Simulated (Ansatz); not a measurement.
Relaxation of C2H6FNOSi (12 atoms, charge 0, multiplicity 1), to a largest force component of 0.02 eV/Å in at most 40 steps.

The calculation used Ansatz, UKS PBE0-D4/STO-3G.

```xyz
12
Properties=species:S:1:pos:R:3:forces:R:3
N -0.890 -0.647 1.658 -1.96 4.43 0.60
Si 0.301 -0.399 0.524 2.18 1.19 -2.70
F 1.522 -1.301 0.880 2.35 -1.92 0.99
C 0.750 1.299 -0.131 -6.34 0.69 3.07
O -0.211 1.045 -1.266 0.51 2.82 -0.05
C -0.130 -0.377 -1.276 -0.62 -2.02 0.70
H -1.124 -1.589 1.744 -1.17 -3.77 0.56
H -1.745 -0.138 1.291 0.32 -0.61 0.91
H 0.339 2.147 0.523 0.93 -0.67 -1.25
H 1.701 1.478 -0.441 4.08 0.80 -1.22
H 0.632 -0.735 -1.949 0.81 -0.63 -0.77
H -1.068 -0.838 -1.524 -1.10 -0.31 -0.85
```

Problem. Where does it end, and by what steps?

Solution. The forces met the threshold. Limits of this set-up: minimal basis. After 10 steps the energy has fallen by 1.107 eV; O5 moved furthest, 0.44 Å.

```
step  energy less start (eV)  largest force component (eV/Å)  accepted
   0                  0.0000                           6.338       yes
   1                 -0.9863                           1.269       yes
   2                 -1.0786                           0.570       yes
   3                 -1.0952                           0.171       yes
   4                 -1.1003                           0.087       yes
   5                 -1.1033                           0.112       yes
   6                 -1.1058                           0.078       yes
   7                 -1.1065                           0.036       yes
   8                 -1.1068                           0.039       yes
   9                 -1.1069                           0.026       yes
  10                 -1.1069                           0.007       yes
```

```xyz
12
Properties=species:S:1:pos:R:3
N -0.837 -0.632 1.724
Si 0.347 -0.446 0.451
F 1.613 -1.394 0.841
C 0.658 1.322 -0.093
O 0.177 1.041 -1.480
C -0.122 -0.418 -1.376
H -1.147 -1.617 1.864
H -1.704 -0.083 1.546
H 0.048 2.114 0.381
H 1.706 1.675 -0.104
H 0.514 -1.000 -2.071
H -1.176 -0.619 -1.648
```

The run took 57 s on 1 thread of Arm Neoverse V1 (shared host), peak memory 0.2 GiB.
